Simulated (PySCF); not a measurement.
F₅W, neutral, multiplicity 2. Atoms are numbered in the order given.

```xyz
6

W      0.0000     0.0000    -0.0175
F      1.8357     0.3750    -0.2015
F     -1.8357    -0.3750    -0.2015
F     -0.5406     1.2734     1.2055
F      0.5406    -1.2734     1.2055
F      0.0000     0.0000    -1.8644
```
Charge 0, spin multiplicity 2.

Geometry: r2SCAN-D4/def2-SVP. The multiplicity is an assumed one; other spin states were not compared. The isomer is the one that the SMILES or the coordinates give; other isomers of the formula were not compared. The def2 effective core potentials stand for the cores of W; spin–orbit coupling is left out.

All values below come from M06-2X/def2-TZVP run with PySCF.

ESP charges are fitted to the potential on shells at 1.4 to 2.0 van der Waals radii. Atomic charges (e):

| atom | Löwdin | ESP fit | Mulliken spin |
|---|---|---|---|
| W1 | 1.10 | … | 0.94 |
| F2 | -0.26 | … | 0.03 |
| F3 | -0.26 | … | 0.03 |
| F4 | -0.19 | … | 0.01 |
| F5 | -0.19 | … | 0.01 |
| F6 | -0.20 | … | -0.01 |

Q: Complete the blanks. (An estimate is asked for; the answer gives what the named calculation found.)

A: 
- W1, ESP fit: 1.62
- F2, ESP fit: -0.38
- F3, ESP fit: -0.38
- F4, ESP fit: -0.29
- F5, ESP fit: -0.29
- F6, ESP fit: -0.28
